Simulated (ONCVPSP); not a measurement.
Cd (Z = 48), ONCV: configuration errors across variants

cadmium, optimised norm-conserving Vanderbilt (ONCV), made with ONCVPSP 4.0.1 (PBEsol, fully relativistic). Core [Ar] 3d10, reference 4s2 4p6 4d10 5s2. Waves: 4s+5s: rc 1.65 bohr, ncon 3, nbas 6, qcut 6.6 1/bohr, 2 projectors; 4p: rc 1.60 bohr, ncon 5, nbas 8, qcut 7.6 1/bohr, 2 projectors, debl 0.5 Ha; 4d: rc 1.55 bohr, ncon 4, nbas 9, qcut 8.1 1/bohr, 1 projector. Local part: polynomial inside 1.30 bohr (lpopt 4, dvloc0 2 Ha). Core correction: Teter function, fcfact 4.75, rcfact 1.35.

Open shells are filled in proportion to 2j + 1.

In the p channel the program set the typed energies aside and used -2.390, 0.250 Ha (j = l + 1/2; the other j can differ).

All-electron excitation energies from the reference (eV): (1) 4s2 4p6 4d10 5s1 9.311; (2) 4s2 4p6 4d10 5s0 26.408; (3) 4s2 4p6 4d9 5s0 64.405; (4) 4s1 4p6 4d10 5s2 113.383.

Errors AE − PS in meV (a dash: test not solved or not reliable):

```csv
change,(1),(2),(3),(4),bound ghosts,GHOST(+) flags above zero
base,-0.6,-5.9,-11,-631,none,none
"core correction Teter function, fcfact 1.4, rcfact 1.35",-0.5,-5.3,-11,-604,none,none
"core correction Teter function, fcfact 2.6, rcfact 1.35",-0.5,-5.6,-11,-618,none,none
"core correction Teter function, fcfact 3.6, rcfact 1.35",-0.5,-5.8,-11,-626,none,none
"core correction Teter function, fcfact 5.4, rcfact 1.35",-0.6,-6.0,-11,-634,none,none
"core correction Teter function, fcfact 7.5, rcfact 1.35",-0.6,-6.2,-11,-642,none,none
```

Q: Give the same row for: core correction Teter function, fcfact 6.5, rcfact 1.35.

A: -0.6, -6.1, -11, -639; bound ghosts: none; GHOST(+) flags above zero: none.
